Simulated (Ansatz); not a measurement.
Geometry optimisation, Ansatz 0.2.0, RKS PBE-D4/def2-SVP.

Input:

```yaml
crystal:
  periodic: [false, false, false]
  atoms:
    - { symbol: Ta, position_ang: [0.0, 0.0, 0.0] }
    - { symbol: Cl, position_ang: [2.47, 0.0, 0.0] }
    - { symbol: O, position_ang: [0.0, 0.0, 2.02] }
    - { symbol: H, position_ang: [-0.2547, -0.9174, 2.3571] }
    - { symbol: F, position_ang: [0.0, 0.0, -1.93] }
    - { symbol: O, position_ang: [-1.01, 1.7493, 0.0] }
    - { symbol: H, position_ang: [-1.4859, 1.8638, 0.8834] }
    - { symbol: "N", position_ang: [-1.08, -1.8706, 0.0] }
    - { symbol: H, position_ang: [-1.8056, -2.0636, 0.7482] }
    - { symbol: H, position_ang: [-0.8844, -2.5955, -0.7482] }
basis:
  gaussian: { orbitals: def2-SVP }
hamiltonian:
  xc: pbe
  dispersion: d4
relax:
  f_tol: 0.02
  max_steps: 40
```

Command:

```bash
$ ansatz run input.yaml --threads 2 --pin off --max-ram 3072MiB --backend cpu --events-out ev --progress --plain --runs-dir out
```

**Question.** Where does it end, and by what steps?

**Answer.** The forces met the threshold. After 15 steps the energy has fallen by 1.159 eV; H10 moved furthest, 0.67 Å.

| step | energy less start (eV) | largest force component (eV/Å) | accepted |
| --- | --- | --- | --- |
| 0 | 0.0000 | 2.083 | yes |
| 1 | -0.7932 | 1.777 | yes |
| 2 | -0.8926 | 2.326 | yes |
| 3 | -0.9697 | 1.862 | yes |
| 4 | -1.0340 | 1.138 | yes |
| 5 | -1.0879 | 0.680 | yes |
| 6 | -1.1309 | 0.389 | yes |
| 7 | -1.1020 | 0.813 | no |
| 8 | -1.1465 | 0.232 | yes |
| 9 | -1.1520 | 0.188 | yes |
| 10 | -1.1557 | 0.148 | yes |
| 11 | -1.1573 | 0.054 | yes |
| 12 | -1.1581 | 0.098 | yes |
| 13 | -1.1589 | 0.077 | yes |
| 14 | -1.1592 | 0.021 | yes |
| 15 | -1.1592 | 0.009 | yes |

```xyz
10
Properties=species:S:1:pos:R:3
Ta -0.023 -0.062 0.055
Cl 2.342 -0.061 0.113
O -0.102 -0.271 1.950
H 0.156 -0.648 2.804
F 0.079 -0.194 -1.846
O -0.993 1.582 0.008
H -1.626 1.954 0.646
N -1.083 -1.731 -0.093
H -1.483 -2.253 0.690
H -1.319 -2.152 -0.997
```

Whether the end is a true minimum wasn't checked by a vibrational analysis.

Run time: 2.8 min on 2 threads of AMD EPYC 7571, on a shared host, peak memory 0.22 GiB.
